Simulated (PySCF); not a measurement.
**Be⁺: ionisation energy**

Be⁺ [He] 2s1 (2S) → Be²⁺ 1s2 (1S), as a difference of total energies. Calculation: PySCF 2.14, in dyall-acv3z (15s9p4d2f, 76 functions); scalar relativity by spin-free X2C-1e. Correlated levels: valence and next inner shell: nothing frozen; virtual orbitals above 40 to 60 times the deepest correlated orbital energy dropped. The calculations carry no spin-orbit coupling.

```tsv
method	ionisation energy (eV)	error (eV)
UHF	18.130	-0.081
LDA	18.256	+0.045
PBE	18.499	+0.288
PBE0	18.460	+0.249
r2SCAN	18.191	-0.020
PW91	18.546	+0.335
LC-wPBE	18.537	+0.326
BHandHLYP	18.503	+0.292
BLYP	18.548	+0.337
MP2 (valence and next inner shell)	18.195	-0.016
SCS-MP2 (valence and next inner shell)	18.187	-0.024
```

Reference: 18.211 eV (measured; NIST Atomic Spectra Database, ionization energies).

Errors of the correlated levels include the incompleteness of this basis.
